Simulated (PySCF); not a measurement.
## Potential energy of TlP along the bond

Set-up: PySCF, scalar-relativistic core potentials, basis sets Tl def2-SVPD with ECP60, P def2-SVPD. Energies in eV from Tl + P in their ground configurations at the same level. State: ³Σ⁻ (triplet), unpaired electrons π ↑↑.

All columns are PBE0. A positive dipole means Tl(−)P(+).

```
R (Å)  E (eV)  μ (D)  Mulliken charge on Tl (basis-dependent)  HOMO (eV)  LUMO (eV)  Mayer bond order  ⟨S²⟩
2.358  -1.290  -0.86                                     0.23      -5.24      -3.46              1.25  2.01
2.468  -1.629  -1.44                                     0.25      -5.25      -3.23              1.21  2.01
2.578  -1.816  -2.01                                     0.26      -5.22      -3.02              1.18  2.01
2.660  -1.881  -2.42                                     0.26      -5.18      -2.87              1.16  2.01
2.742  -1.899  -2.82                                     0.26      -5.12      -2.75              1.15  2.01
2.824  -1.879  -3.20                                     0.26      -5.06      -2.63              1.14  2.01
2.934  -1.811  -3.68                                     0.26      -4.96      -2.51              1.12  2.01
3.071  -1.679  -4.24                                     0.26      -4.82      -2.40              1.10  2.02
3.236  -1.484  -4.82                                     0.25      -4.65      -2.32              1.07  2.03
3.455  -1.204  -5.38                                     0.23      -4.43      -2.31              1.01  2.07
```

A fit through these points gives, at Re = 2.736 Å, μ = -2.79 D and dμ/dR = -4.76 D/Å; the reduced mass is 26.91 u.

**Question.** How strong is the fundamental in the double-harmonic approximation, I = 42.26·(dμ/dR)²/μred km/mol?

**Answer.** I = 42.26·(-4.76)²/26.91 = 35.6 km/mol at PBE0.

Spin–orbit coupling is left out, which matters for elements this heavy, above all for dissociation energies. The state is the lowest determinant that a PBE0 search found; another state may lie lower at other levels.
